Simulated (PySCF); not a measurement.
C2H3F3Si2, SMILES [Si](F)(C#C[SiH3])(F)F.

Geometry: PBE0-D3(BJ)/def2-SVP. This is a generated structure with no PubChem entry under its InChIKey; it may be hypothetical.

Computed with r2SCAN/def2-TZVP in PySCF.

Computed frontier levels, gap, dipole moment and polarisability:
```
Quantity                                                                                                         Value
---------------------------------------------------------------------------------------------  -----------------------
highest occupied level                                                                                        -8.07 eV
lowest empty level                                                                                            -2.18 eV
orbital gap                                                                                                    5.89 eV
dipole moment                                                                                                   2.81 D
quadrupole, principal values (traceless, Buckingham form, about the centre of nuclear charge)   -3.45, -3.45, 6.91 D·Å
mean static polarisability                                                                       70.2 bohr³ (10.40 Å³)
polarisability, principal values                                                               54.1, 54.1, 102.4 bohr³
```
